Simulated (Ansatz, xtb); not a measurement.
# Relative energy of two isomers of C6H8S2

Structure a is `Cc1cc(C)c(S)s1`, a singlet and structure b is `C[C@H](S)c1ccsc1`, a singlet. Both are isolated molecules in the gas phase, relaxed with B3LYP-D3(BJ)/def2-SVP; the shapes shown needn't be the lowest conformers.

a (Å):

```yaml
atoms:
  - { symbol: C, position_ang: [-2.4771, -1.5871, -2.1276] }
  - { symbol: C, position_ang: [-1.3194, -1.4209, -1.1926] }
  - { symbol: C, position_ang: [-0.8223, -0.2592, -0.6545] }
  - { symbol: C, position_ang: [0.3003, -0.4397, 0.2197] }
  - { symbol: C, position_ang: [0.9968, 0.6918, 0.9152] }
  - { symbol: C, position_ang: [0.6407, -1.7735, 0.3358] }
  - { symbol: S, position_ang: [1.9962, -2.4769, 1.2264] }
  - { symbol: S, position_ang: [-0.4014, -2.7905, -0.6369] }
  - { symbol: H, position_ang: [-2.9116, -0.6050, -2.3650] }
  - { symbol: H, position_ang: [-2.1728, -2.0623, -3.0748] }
  - { symbol: H, position_ang: [-3.2713, -2.2129, -1.6878] }
  - { symbol: H, position_ang: [-1.2519, 0.7204, -0.8760] }
  - { symbol: H, position_ang: [1.4083, 1.4100, 0.1866] }
  - { symbol: H, position_ang: [1.8215, 0.3209, 1.5385] }
  - { symbol: H, position_ang: [0.2960, 1.2492, 1.5588] }
  - { symbol: H, position_ang: [1.3238, -2.8276, 2.3530] }
```

b (Å):

```yaml
atoms:
  - { symbol: C, position_ang: [-1.4881, 0.0871, -1.2572] }
  - { symbol: C, position_ang: [-0.7013, 0.5949, -0.0477] }
  - { symbol: C, position_ang: [0.4335, -0.3199, 0.3337] }
  - { symbol: C, position_ang: [1.5363, -0.6456, -0.5270] }
  - { symbol: C, position_ang: [2.4233, -1.5161, 0.0497] }
  - { symbol: C, position_ang: [0.5288, -0.9597, 1.5474] }
  - { symbol: S, position_ang: [0.0241, 2.2798, -0.3555] }
  - { symbol: S, position_ang: [1.9380, -1.9572, 1.6527] }
  - { symbol: H, position_ang: [-0.8443, 0.0187, -2.1466] }
  - { symbol: H, position_ang: [-1.8977, -0.9142, -1.0464] }
  - { symbol: H, position_ang: [-2.3271, 0.7596, -1.4951] }
  - { symbol: H, position_ang: [-1.3760, 0.6855, 0.8163] }
  - { symbol: H, position_ang: [-1.1311, 2.8670, -0.7497] }
  - { symbol: H, position_ang: [1.6627, -0.2315, -1.5279] }
  - { symbol: H, position_ang: [3.3401, -1.9215, -0.3753] }
  - { symbol: H, position_ang: [-0.1607, -0.8914, 2.3877] }
```

Task: Estimate E(b) − E(a) at the level CCSD(T)/def2-SVP + ΔMP2/def2-TZVPP.

Result: Calculated at CCSD(T)/def2-SVP + ΔMP2/def2-TZVPP: E(b) − E(a) = +3.1 kcal/mol, so structure a lies lower.

The same difference at several levels:

```csv
level,geometry,E(b) − E(a) (kcal/mol),departure from the last row (kcal/mol),"job, with rough time for the two"
GFN2-xTB,GFN2-xTB,+4.6,+1.5,"optimisation, 0.16 s"
HF/STO-3G,GFN2-xTB,+10.5,+7.4,"single point, 0.52 s"
r2SCAN-D4/def2-SVP,GFN2-xTB,+3.4,+0.3,"single point, 4.8 s"
B3LYP-D3(BJ)/def2-SVP,B3LYP-D3(BJ)/def2-SVP,+5.5,+2.4,"optimisation, 2.6 min"
HF/def2-SVP,B3LYP-D3(BJ)/def2-SVP,+4.7,+1.6,part of the CCSD(T) run
MP2/def2-SVP,B3LYP-D3(BJ)/def2-SVP,+4.8,+1.7,part of the CCSD(T) run
CCSD(T)/def2-SVP,B3LYP-D3(BJ)/def2-SVP,+4.3,+1.1,single point
CCSD(T)/def2-SVP + ΔMP2/def2-TZVPP,B3LYP-D3(BJ)/def2-SVP,+3.1,,"single point, 2 min"
```

As drawn, both hold the same kinds of bond in the same numbers. Structure a has 2 methyl groups, b 1.

None of the levels shown reverses the order. The largest departure from CCSD(T)/def2-SVP + ΔMP2/def2-TZVPP is that of HF/STO-3G, 7.4 kcal/mol. The last row adds to CCSD(T) the change of the MP2 difference between the two basis sets, here −1.1 kcal/mol.

With thermal terms from frequencies at re-optimised GFN2-xTB minima (ideal gas, soft modes damped towards free rotors, one conformer each, 298.15 K, 1 atm): the zero-point term adds +0.5 kcal/mol; ΔH is +3.0 and ΔG +4.4 kcal/mol.

The correlated steps freeze 16 core orbitals. Mirror images aren't counted in ΔG. Programs: Ansatz 0.2.0, xtb 6.7.1; the last row on 4 threads of Arm Neoverse V1 on a shared host.
